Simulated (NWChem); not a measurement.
# Cl2Ge in NWChem

```xyz
3

Ge     0.0000     0.0000    -0.7250
Cl    -1.7098     0.0000     0.6823
Cl     1.7098     0.0000     0.6823
```
Charge 0, spin multiplicity 1.

Everything below was run with NWChem. Structure: optimised with PBE/def2-SVP, a minimum by its harmonic frequencies.

Symmetry labels belong to the abelian group C2v used in the runs, with the axes of the coordinates shown.

The Hamiltonian is non-relativistic. The structure started from a generated list of species.

Task: List the lowest 6 singlet excitations that TD-PBE/def2-SVPD gives, with oscillator strengths.

Result: 
```
state  symmetry  energy (eV)  wavelength (nm)      f
-----  --------  -----------  ---------------  -----
1            b2         3.65              340  0.011
2            a2         3.76              330  0.000
3            b1         4.57              272  0.035
4            b2         4.98              249  0.010
5            a1         5.25              236  0.008
6            a2         5.94              209  0.000
```
